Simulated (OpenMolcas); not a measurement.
## What dynamic correlation does to the levels of Cl2+

```
Program             : OpenMolcas
Basis               : ANO-L-VTZP [5s4p2d1f]
Scalar Hamiltonian  : non-relativistic, point nucleus
Active space        : 3 electrons in 3 orbitals (3p)
State averaging     : 2S+1 = 4 odd, 1 root; 2S+1 = 2 odd, 8 roots
Spin-orbit coupling : state interaction with AMFI integrals over the reference wave functions, term energies averaged over their components
```

Methods on the same reference wave functions:
A. CASSCF
B. SS-CASPT2, IPEA 0.25 Eh, imaginary shift 0.1 Eh (closed shells correlated: 2s 2p 3s)

Energies in cm⁻¹ above 3s² 3p³ ⁴S°_3/2, the measured ground level; measured values from Moore, Atomic Energy Levels, vol. I, NSRDS-NBS 35 (1971 reprint of NBS Circular 467, 1949).

```
          Level      A      B  Measured
3s² 3p³ ⁴S°_3/2    0.0    0.0       0.0
3s² 3p³ ²D°_3/2  22647  18940     18053
3s² 3p³ ²D°_5/2  22690  18990     18120
3s² 3p³ ²P°_1/2  37688  31930     29812
3s² 3p³ ²P°_3/2  37745  32000     29907
```

Deviations, from unrounded energies. A percentage is the sum of absolute deviations over the sum of measured energies, with the sign that they share, or ± where signs differ.

```
                        Against measurement  Levels      A     B
             mean absolute deviation (cm-1)       4   6200  1500
other terms of the ground configuration (%)       4  +25.9  +6.2
```

B lies closest to measurement on these levels. The largest miss of B in the table is 3s² 3p³ ²P°_1/2, by +2100 cm-1. The ranking rests on the paired levels alone, and a cruder setting can come out closer through cancelling errors.

From A to B the spin-free energies of the other terms of 3s² 3p³ shown, above ⁴S°, scale by factors of 0.84 to 0.85.

The lowest spin-free term lies below A's lowest term by 0.116 hartree in B.

CASPT2 breaks the degeneracy within a term, and the mean is taken; among the terms shown or strongly mixed into the levels shown the widest spread is 220 cm-1 (3s² 3p³ ²D°, B). With the s shell closed, the reference lacks s² → p² mixing. Computed and measured levels are paired by configuration, term and J; levels that our copy of the source lacks, or whose pairing is in doubt (as where it misses far off the trend of its configuration), stay unpaired and out of the deviations. Levels of configurations outside the active space are missing.

° marks odd parity.
